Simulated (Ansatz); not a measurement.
Program: Ansatz. Geometries: PBE0-D4/def2-TZVP. ΔE: electronic, gas phase. CBS: MP2 limit from def2 TZ/QZ plus the TZ coupled-cluster correction, frozen cores. This one scheme is used for every species. Functionals use def2-TZVPP. HSE06 is defined as in plane-wave codes. Elements past krypton have def2 core potentials. For Sn outer-core shells are correlated without core-valence functions, which leaves a few kJ/mol of doubt a bond.

`[F][SnH]([F])[SiH3]` → `[F][SnH2][F]` + `[SiH2]`  (silylene loss)

Problem. Is it downhill or uphill in electronic energy at CCSD(T)/CBS, and by how much? (Best estimate.)

Solution. Ansatz gave: Uphill: ΔE = +65.0 kcal/mol.

Problem. What do these levels give: HSE06-D4, BHLYP-D4, HF/def2-SVP, CCSD/def2-SVP, CCSD/def2-TZVPP, CCSD(T)/def2-TZVPP? (Best estimate.)

Solution. The calculation gave: HSE06-D4 68.5, BHLYP-D4 65.9, HF/def2-SVP 58.5, CCSD/def2-SVP 59.3, CCSD/def2-TZVPP 61.0, CCSD(T)/def2-TZVPP 62.1 kcal/mol.

Largest T1 diagnostic among the species: 0.014.

At CCSD(T), def2-SVP lies −4.9 kcal/mol from the extrapolated value and def2-TZVPP −2.9 kcal/mol. From BLYP to BHLYP (50 % exact exchange), in def2-TZVPP and without D4, ΔE moves by +3.7 kcal/mol. Leaving LDA and LC-ωPBE aside and taking each functional with its dispersion term where it has one, the values, not all of them listed here, spread over 8.0 kcal/mol, from B97M-V to r2SCAN0-D4. LDA lies +6.7 kcal/mol from PBE without D4.
